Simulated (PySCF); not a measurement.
This PySCF input asks for the NMR shieldings of SMILES C#C[C@@H]1CCB[C@H]1COC, C8H13BO; the geometry comes from GFN2-xTB.

```python
import basis_set_exchange as bse
import numpy as np
from pyscf import gto, dft
from pyscf.prop import nmr

atoms = """
C    -1.793091    2.547978   -1.406178
C    -1.571846    1.448958   -0.986043
C    -1.300421    0.133694   -0.448533
C    -2.388303   -0.348387    0.525565
C    -1.732335   -1.483758    1.326117
B    -0.201177   -1.125923    1.375628
C     0.012312    0.074848    0.370800
C     1.251272    0.088738   -0.524670
O     2.403262    0.160704    0.283774
C     3.596452    0.108569   -0.449375
H    -1.988132    3.507021   -1.784015
H    -1.222939   -0.575742   -1.282014
H    -2.651961    0.470497    1.197858
H    -3.292408   -0.660475    0.001813
H    -1.841772   -2.424675    0.776121
H    -2.228260   -1.643657    2.283679
H     0.620647   -1.650173    2.012385
H     0.064727    0.983314    0.987425
H     1.281451   -0.824953   -1.142776
H     1.217741    0.954203   -1.209439
H     4.409719    0.173715    0.270913
H     3.669525    0.944150   -1.158188
H     3.680787   -0.831661   -1.010768
"""
names = dict.fromkeys(["C", "B", "O", "H"], "pcSseg-1")
basis = {el: gto.basis.parse(bse.get_basis(n, elements=[el], fmt="nwchem")) for el, n in names.items()}
mol = gto.M(atom=atoms, basis=basis, charge=0, verbose=0)
mf = dft.RKS(mol, xc="PBE0")
mf.grids.level = 2
mf.grids.alignment = dft.numint.BLKSIZE   # the property module wants whole blocks of grid points
mf.conv_tol = 1e-9
mf.kernel()

calc = nmr.RKS(mf)   # GIAO
C = mf.mo_coeff
Co = C[:, mf.mo_occ > 0]
resp = mf.gen_response(singlet=True, hermi=2)
def vind(x):   # induced exchange potential for any number of trial vectors
    d = np.einsum("pi,xij,qj->xpq", C, 2 * x.reshape(-1, C.shape[1], Co.shape[1]), Co, optimize=True)
    return np.einsum("xpq,pi,qj->xij", resp(d - d.transpose(0, 2, 1)), C, Co, optimize=True).ravel()
mo1, _ = nmr.rhf.solve_mo1(calc, with_cphf=vind)
sigma = calc.kernel(mo1)
for i, s in enumerate(sigma):   # ppm
    w = np.linalg.eigvalsh((s + s.T) / 2)
    print("%2d %-2s iso %8.1f  s11 %8.1f  s22 %8.1f  s33 %8.1f" % (i, mol.atom_pure_symbol(i), w.mean(), *w))
```

Question: What does it print?

Answer: 
```
 0 C  iso    112.3  s11     42.3  s22     46.0  s33    248.5
 1 C  iso     93.1  s11    -11.2  s22     -7.5  s33    297.9
 2 C  iso    151.4  s11    125.4  s22    159.8  s33    169.1
 3 C  iso    148.2  s11    117.6  s22    152.7  s33    174.4
 4 C  iso    154.0  s11    141.1  s22    152.2  s33    168.8
 5 B  iso      6.4  s11    -63.9  s22    -30.0  s33    113.0
 6 C  iso    128.1  s11    115.7  s22    125.8  s33    142.9
 7 C  iso    110.9  s11     72.9  s22     90.9  s33    169.0
 8 O  iso    308.8  s11    278.4  s22    313.0  s33    335.0
 9 C  iso    125.5  s11     94.6  s22     98.1  s33    183.8
10 H  iso     30.2  s11     24.7  s22     25.2  s33     40.6
11 H  iso     29.6  s11     27.2  s22     27.9  s33     33.8
12 H  iso     29.9  s11     25.3  s22     29.9  s33     34.7
13 H  iso     29.2  s11     24.3  s22     28.2  s33     35.2
14 H  iso     30.7  s11     25.5  s22     28.7  s33     37.7
15 H  iso     29.7  s11     24.7  s22     28.2  s33     36.3
16 H  iso     23.6  s11     17.7  s22     25.7  s33     27.3
17 H  iso     30.0  s11     25.7  s22     30.9  s33     33.4
18 H  iso     28.6  s11     25.0  s22     29.9  s33     31.0
19 H  iso     27.6  s11     22.9  s22     28.1  s33     31.9
20 H  iso     27.7  s11     23.7  s22     25.1  s33     34.3
21 H  iso     28.2  s11     24.6  s22     25.9  s33     34.2
22 H  iso     28.3  s11     24.7  s22     26.0  s33     34.4
```

These numbers come from an equivalent density-fitted implementation of the same equations, which agrees with the script to about 0.01 ppm for H and up to a few tenths of a ppm for heavy atoms, so last digits may differ.

Size and cost of the density-fitted run: 235 basis functions, 2 min wall time on 1 thread of an Arm Neoverse N1, shared host; peak memory 1.1 GiB.
